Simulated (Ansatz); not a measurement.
Cost and result up the ladder for B4O10H8, a hydroxylated oxide cluster (22 atoms). The state is a singlet with charge 0. Geometry: PBE-D4/def2-SVP.

| atom | x (Å) | y (Å) | z (Å) |
| --- | --- | --- | --- |
| B1 | -0.928 | 0.627 | -0.488 |
| B2 | 1.454 | 0.022 | 0.138 |
| B3 | 1.895 | 2.270 | -0.834 |
| B4 | -1.211 | -2.865 | 1.125 |
| O5 | 2.526 | 2.804 | -1.933 |
| O6 | 1.057 | 2.962 | 0.023 |
| O7 | -0.631 | 1.085 | -1.748 |
| O8 | -2.202 | 0.542 | 0.062 |
| O9 | 2.084 | -1.046 | 0.685 |
| O10 | 0.060 | 0.138 | 0.320 |
| O11 | 2.174 | 0.955 | -0.553 |
| O12 | -1.105 | -4.234 | 1.134 |
| O13 | -0.259 | -2.117 | 1.825 |
| O14 | -2.252 | -2.316 | 0.425 |
| H15 | 2.337 | 3.745 | -2.080 |
| H16 | 0.915 | 3.890 | -0.229 |
| H17 | -1.396 | 1.340 | -2.288 |
| H18 | -2.923 | 0.854 | -0.509 |
| H19 | 1.437 | -1.650 | 1.124 |
| H20 | -0.333 | -4.510 | 1.657 |
| H21 | -0.389 | -1.157 | 1.663 |
| H22 | -2.309 | -1.339 | 0.481 |

Ansatz on 4 threads of Arm Neoverse V2 on a shared host. Times are rough, and most runs start from the orbitals of an earlier one. PBE0-D4/def2-TZVP serves as the yardstick here, not as an exact answer. Differences are given only for rows in sets of like size (and for xTB, whose basis is part of the method), since another set adds its own error. Binding counts from free atoms at the same level (B doublet, O triplet, H doublet; other spins of the atoms weren't run), without zero-point energy or a counterpoise term.

Correlated methods freeze 14 core orbitals. The rows differ in basis, and correlated rows in double-zeta sets carry the largest basis error. In the singlet geometry the species has come apart into loosely held pieces.

Correlated methods converge slowly with the basis, most of all in double-zeta sets.

| level | functions | wall time |
| --- | --- | --- |
| PBE-D4/def2-SVP | 236 | 3.8 s |
| MP2/def2-SVP | 236 | 6.5 s |
| PBE0-D4/def2-SVP | 236 | 7.5 s |
| revPBE-D4/def2-TZVP | 482 | 9.5 s |
| PBE-D4/def2-TZVP | 482 | 10 s |
| r2SCAN-D4/def2-TZVP | 482 | 18 s |
| PBE0-D4/def2-TZVP | 482 | 22 s |
| HF/def2-TZVP (with forces) | 482 | 33 s |

Problem. Estimate what each level gives for the binding energy per atom (eV).

Solution. 
```json
{"level": "PBE-D4/def2-SVP", "binding energy per atom (eV)": "5.05", "difference from PBE0-D4/def2-TZVP (eV)": "–"}
{"level": "MP2/def2-SVP", "binding energy per atom (eV)": "4.79", "difference from PBE0-D4/def2-TZVP (eV)": "–"}
{"level": "PBE0-D4/def2-SVP", "binding energy per atom (eV)": "4.89", "difference from PBE0-D4/def2-TZVP (eV)": "–"}
{"level": "revPBE-D4/def2-TZVP", "binding energy per atom (eV)": "4.80", "difference from PBE0-D4/def2-TZVP (eV)": "-0.02"}
{"level": "PBE-D4/def2-TZVP", "binding energy per atom (eV)": "4.96", "difference from PBE0-D4/def2-TZVP (eV)": "0.15"}
{"level": "r2SCAN-D4/def2-TZVP", "binding energy per atom (eV)": "4.87", "difference from PBE0-D4/def2-TZVP (eV)": "0.05"}
{"level": "PBE0-D4/def2-TZVP", "binding energy per atom (eV)": "4.82", "difference from PBE0-D4/def2-TZVP (eV)": "0.00"}
{"level": "HF/def2-TZVP (with forces)", "binding energy per atom (eV)": "3.45", "difference from PBE0-D4/def2-TZVP (eV)": "-1.36"}
```
